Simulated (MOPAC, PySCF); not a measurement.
CH$_{6}$Sn, SMILES `[SnH3][CH3]`, neutral singlet in the gas phase. 

Cartesian coordinates (Å):
SMILES: [CH3][SnH3]
```xyz
8

C     -1.1587    -0.0711     0.0272
Sn     0.9947     0.0611    -0.0233
H     -1.4610    -0.9744     0.5547
H     -1.5507    -0.1032    -0.9882
H     -1.5701     0.7963     0.5409
H      1.6171     0.1405     1.5718
H      1.6505    -1.3157    -0.8059
H      1.4783     1.4665    -0.8773
```
Charge 0, multiplicity 1.

All levels are single points at this geometry (B3LYP-D3(BJ)/def2-TZVP); Pople sets use spherical d functions. Orbital energies aren't observables, and empty levels follow the basis.

```csv
level,HOMO (eV),LUMO (eV),gap (eV),dipole (D),"vertical IE, Delta-SCF (eV)"
B3LYP-D3(BJ)/def2-TZVP in PySCF,-8.15,-0.02,8.13,0.77,10.51
PBE-D3(BJ)/def2-TZVP in PySCF,-7.20,-0.47,6.73,0.79,–
B3LYP/6-311+G** (LANL2DZ on Sn) in PySCF,-8.21,-0.12,8.10,0.58,–
B3LYP/6-31G* (LANL2DZ on Sn) in PySCF,-8.13,0.52,8.64,0.76,10.64
B3LYP/LANL2DZ in PySCF,-8.13,0.42,8.55,0.65,–
BP86/6-31G* (LANL2DZ on Sn) in PySCF,-7.25,-0.03,7.22,0.82,–
M06-2X/6-31G* (LANL2DZ on Sn) in PySCF,-9.46,1.30,10.75,0.71,–
PBE/6-31G* (LANL2DZ on Sn) in PySCF,-7.15,-0.02,7.12,0.81,–
SVWN5/6-31G* (LANL2DZ on Sn) in PySCF,-7.20,-0.16,7.04,0.81,–
HF/6-31G* (LANL2DZ on Sn) in PySCF,-11.18,3.40,14.58,0.70,9.82
AM1 in MOPAC,-9.98,-0.04,9.94,0.16,–
PM3 in MOPAC,-11.71,-0.15,11.56,0.56,–
PM6 in MOPAC,-10.59,1.80,12.39,0.46,–
```
